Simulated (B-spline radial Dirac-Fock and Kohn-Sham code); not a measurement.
## Elastic and transport cross sections of neon for electrons

Model: relativistic (Dirac) partial waves in the static field of the Dirac-Fock atom with Furness-McCarthy exchange, without polarisation or absorption potentials. Program: a radial finite-basis atomic code. Below a few hundred eV the neglected polarisation potential matters, most of all at small angles. σ_tr1 and σ_tr2 weight the cross section with 1 − P₁ and 1 − P₂ of cos θ; "backward" is the share scattered beyond 90°.

```
energy (eV)  σ (a₀²)  σ_tr1 (a₀²)  σ_tr2 (a₀²)  σ/σ_tr1  backward (%)
         50     11.0         9.23         7.06     1.20            35
       50.7        ?            ?            ?        ?             ?
       56.8     10.4         8.70         6.32     1.19            36
       57.3     10.3         8.66         6.27     1.19            36
       65.2     9.68         8.06         5.61     1.20            37
       90.1     8.14         6.40         4.34     1.27            36
       99.1     7.71         5.91         4.06     1.31            36
        100     7.67         5.86         4.04     1.31            36
        101     7.63         5.81         4.01     1.31            35
        104     7.50         5.66         3.93     1.33            35
        112     7.19         5.29         3.75     1.36            35
        200     5.07         2.82         2.65     1.80            26
```

Question: Fill in the row for 50.7 eV.

Answer: σ = 11.0 a₀², σ_tr1 = 9.18 a₀², σ_tr2 = 6.97 a₀², σ/σ_tr1 = 1.20, backward 35 %. The ratio σ/σ_tr1 is roughly the number of elastic collisions that randomise the direction.

Values without a named source are computed, but for edge energies of neutral atoms, which are taken from tables.
